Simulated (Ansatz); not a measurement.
A run on `C[O][W]([OH])([OH])([OH])([Cl])[O]C` with other settings.

```yaml
crystal:
  periodic: [false, false, false]
  atoms:
    - {symbol: C, position_ang: [2.545275, -0.050824, -0.198950]}
    - {symbol: O, position_ang: [1.436931, 0.697973, -0.587053]}
    - {symbol: W, position_ang: [-0.389212, 0.746486, -0.273825]}
    - {symbol: O, position_ang: [-2.144881, 0.496177, 0.419530]}
    - {symbol: O, position_ang: [-0.990980, 1.077731, -2.015517]}
    - {symbol: O, position_ang: [-0.442357, 2.627696, 0.015016]}
    - {symbol: Cl, position_ang: [0.219848, 0.636056, 2.088636]}
    - {symbol: O, position_ang: [-0.293843, -1.125955, -0.353055]}
    - {symbol: C, position_ang: [-0.980683, -2.206428, 0.195961]}
    - {symbol: H, position_ang: [2.780029, 0.160792, 0.848356]}
    - {symbol: H, position_ang: [3.394230, 0.220069, -0.830035]}
    - {symbol: H, position_ang: [2.324402, -1.117861, -0.308217]}
    - {symbol: H, position_ang: [-2.289990, 0.356279, 1.357632]}
    - {symbol: H, position_ang: [-1.364372, 1.929048, -2.262833]}
    - {symbol: H, position_ang: [-0.342068, 3.035685, 0.876528]}
    - {symbol: H, position_ang: [-0.813630, -3.088662, -0.426612]}
    - {symbol: H, position_ang: [-0.596570, -2.403869, 1.202561]}
    - {symbol: H, position_ang: [-2.052147, -1.990393, 0.251847]}
basis:
  gaussian: {orbitals: def2-SVP, fitting: {mean_field: def2-universal-jkfit}}
total_charge: 1
magnetization: {spin_polarized: true, initial_magnetization: 1}
hamiltonian: {xc: {name: revPBE}, dispersion: d4}
output: {forces: true}
```

```sh
$ ansatz run in.yaml --threads 4 --pin off --events-out ev --progress --plain --max-ram 46080MiB --backend cpu
```

Output, abridged:

```
Functional definition: revPBE
1052 factors; integrals over basis functions are off by at most 2.4e-1 eV
mean field evaluation 1: about -26741.8052 eV, gradient 1.0e2 eV
mean field evaluation 2: about -26394.6747 eV, gradient 2.7e2 eV
mean field evaluation 4: about -26757.7284 eV, gradient 7.9e1 eV
mean field evaluation 8: about -26781.1567 eV, gradient 1.8e1 eV
mean field evaluation 16: about -26783.1603 eV, gradient 1.5e-1 eV
mean field evaluation 32: about -26783.1647 eV, gradient 3.2e-5 eV
mean field -26783.16472299 eV, -984.2631492889 hartree, gradient 2.6e-6 eV, S^2 0.753808; 10 other end points of the search recorded, 0 dependent functions left out
reference -26783.16481342 eV, -984.2631526121 hartree; 46, 45 occupied and 147, 148 virtual orbitals, 1052 factors
Total energy: -26784.56259600 eV, -984.3145201744 hartree
Atom 0 at     2.545275    -0.050824    -0.198950 Å, force     0.340233     0.370740    -0.038359 eV/Å
Atom 1 at     1.436931     0.697973    -0.587053 Å, force     0.885073    -0.267512    -0.152360 eV/Å
Atom 2 at    -0.389212     0.746486    -0.273825 Å, force    -0.777264     0.882428    -1.692923 eV/Å
Atom 3 at    -2.144881     0.496177     0.419530 Å, force    -0.039344    -0.082606    -0.297428 eV/Å
Atom 4 at    -0.990980     1.077731    -2.015517 Å, force     0.365003    -0.731501     0.433674 eV/Å
Atom 5 at    -0.442357     2.627696     0.015016 Å, force    -0.038326    -0.007032    -0.303250 eV/Å
Atom 6 at     0.219848     0.636056     2.088636 Å, force    -0.007451     0.017722     0.385356 eV/Å
Atom 7 at    -0.293843    -1.125955    -0.353055 Å, force    -0.388071    -0.410169     0.099387 eV/Å
Atom 8 at    -0.980683    -2.206428     0.195961 Å, force     0.567081    -0.336985     0.118948 eV/Å
Atom 9 at     2.780029     0.160792     0.848356 Å, force     0.083807     0.061642     0.673786 eV/Å
Atom 10 at     3.394230     0.220069    -0.830035 Å, force     0.427966     0.077789    -0.443712 eV/Å
Atom 11 at     2.324402    -1.117861    -0.308217 Å, force    -0.040618    -0.564376    -0.087841 eV/Å
Atom 12 at    -2.289990     0.356279     1.357632 Å, force    -0.547418    -0.133571     0.970196 eV/Å
Atom 13 at    -1.364372     1.929048    -2.262833 Å, force    -0.441145     0.815816    -0.507413 eV/Å
Atom 14 at    -0.342068     3.035685     0.876528 Å, force     0.107595     0.793898     0.849375 eV/Å
Atom 15 at    -0.813630    -3.088662    -0.426612 Å, force    -0.011868    -0.503563    -0.429570 eV/Å
Atom 16 at    -0.596570    -2.403869     1.202561 Å, force     0.170200    -0.106323     0.534566 eV/Å
Atom 17 at    -2.052147    -1.990393     0.251847 Å, force    -0.655452     0.123603    -0.112431 eV/Å
Dipole moment:     0.178308    -0.404809     0.234267 e Å
```

It took 29 s on 4 threads of an AMD EPYC 7R13 on a shared host, with 0.53 GiB of host memory at the peak.
